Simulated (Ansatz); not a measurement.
A nudged elastic band was laid between two geometries of AlClF2H2 (6 atoms, charge 0, multiplicity 1).

All numbers below come from Ansatz, RKS B3LYP-D4/def2-SVP.

```
movable images  : 7
climbing image  : from the first iteration
spring          : 5.0 eV/Å²
optimiser       : lbfgs
start path      : through a guess of the saddle point
force threshold : 0.05 eV/Å
iteration limit : 60
end points      : relaxed
```

Initial state:

```xyz
6
Properties=species:S:1:pos:R:3
Al -0.076 0.061 0.090
H -0.071 0.609 1.571
F 1.386 -0.073 -0.702
Cl -1.808 0.188 -1.103
F -0.180 -1.850 0.775
H -0.111 -1.810 1.711
```

Final state:

```xyz
6
Properties=species:S:1:pos:R:3
Al -0.085 -0.640 -0.263
H -0.045 0.168 1.839
F 1.381 0.091 -0.488
Cl -1.820 0.317 -0.897
F -0.130 -2.232 0.191
H -0.161 -0.580 1.960
```

(1) Which bonds break or form, and what moves?

(2) What energy profile does the band end with?

(3) What is the geometry of the highest image?

The band took 33 iterations and of the order of 9 core-minutes.

## Answers

(1) Bonds broken: Al1–H2, F5–H6. Bonds formed: H2–H6. AlClF2H2 becomes AlClF2 + H2.

(2) The run converged. The highest image is number 3 of 0 to 8, 0.160 eV above the first end and 1.254 eV above the last; the last end lies 1.094 eV below the first. Another band between the same ends (7 images) ends at a top of the same energy, where a vibrational analysis finds 1 clearly imaginary mode. The orbitals stay closed-shell, which can raise the energy where a bond breaks towards radicals; this wasn't checked here.

| image | path coordinate (Å) | energy (eV) | Al1–H2 (Å) | F5–H6 (Å) | H2–H6 (Å) |
| --- | --- | --- | --- | --- | --- |
| 0 | 0.00 | 0.000 | 1.58 | 0.94 | 2.42 |
| 1 | 0.31 | 0.022 | 1.59 | 0.95 | 2.01 |
| 2 | 0.62 | 0.081 | 1.61 | 0.97 | 1.60 |
| 3 | 0.93 | 0.160 | 1.68 | 1.08 | 1.22 |
| 4 | 1.19 | -0.096 | 1.77 | 1.32 | 0.96 |
| 5 | 1.45 | -0.637 | 1.92 | 1.59 | 0.81 |
| 6 | 1.71 | -0.949 | 2.09 | 1.87 | 0.77 |
| 7 | 1.96 | -1.068 | 2.24 | 2.15 | 0.77 |
| 8 | 2.21 | -1.094 | 2.25 | 2.42 | 0.77 |

(3) 
```xyz
6
Properties=species:S:1:pos:R:3
Al -0.073 -0.187 0.006
H -0.079 0.085 1.664
F 1.415 0.026 -0.693
Cl -1.818 0.219 -1.065
F -0.166 -1.888 0.832
H -0.139 -1.129 1.597
```

The run took 8.6 min on 1 thread of Arm Neoverse V1 (shared host), peak memory 0.14 GiB.
